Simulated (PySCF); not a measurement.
SbBr₂, SMILES [Br][Sb+][Br] (connectivity only; charge and spin as stated), charge +1, multiplicity 1. Atoms are numbered in the order given.

```xyz
3

Sb     0.0000     0.0000     0.8912
Br     0.0000    -1.8941    -0.6493
Br     0.0000     1.8941    -0.6493
```
Charge +1, spin multiplicity 1.

Coordinates come from a r2SCAN-D4/def2-SVP optimisation. The spin state was assumed, not searched. The isomer is the one that the SMILES or the coordinates give; other isomers of the formula were not compared. The def2 effective core potentials stand for the cores of Sb; spin–orbit coupling is left out.

Calculation: TDA-ωB97X/def2-SVPD in PySCF.

Vertical excitations. Isolated molecule, no solvent. State labels are in the subgroup C2v.

```csv
state,symmetry,energy (eV),λ (nm),f,main pairs
S1,B1,2.94,422,0.005,HOMO→LUMO 99 %
S2,A2,2.95,420,0.000,HOMO−1→LUMO 99 %
S3,B2,3.81,325,0.065,HOMO−2→LUMO 88 %
S4,B1,4.43,280,0.007,HOMO−4→LUMO 99 %
S5,A1,4.76,261,0.015,HOMO−3→LUMO 83 %
S6,A2,5.29,234,0.000,HOMO−5→LUMO 98 %
S7,B2,5.49,226,0.000,"HOMO−1→LUMO+1 64 %, HOMO→LUMO+2 32 %"
S8,A2,5.66,219,0.000,HOMO−2→LUMO+1 93 %
S9,A1,5.68,218,0.042,"HOMO→LUMO+1 50 %, HOMO−1→LUMO+2 35 %, HOMO−4→LUMO+1 10 %"
S10,B1,6.02,206,0.007,"HOMO−2→LUMO+2 79 %, HOMO−3→LUMO+1 19 %"
T1,B1,2.32,535,0,HOMO→LUMO 94 %
T2,A2,2.78,446,0,HOMO−1→LUMO 99 %
T3,B2,2.81,442,0,HOMO−2→LUMO 99 %
T4,A1,3.56,348,0,HOMO−3→LUMO 98 %
```
Triplets are in the Tamm–Dancoff approximation.
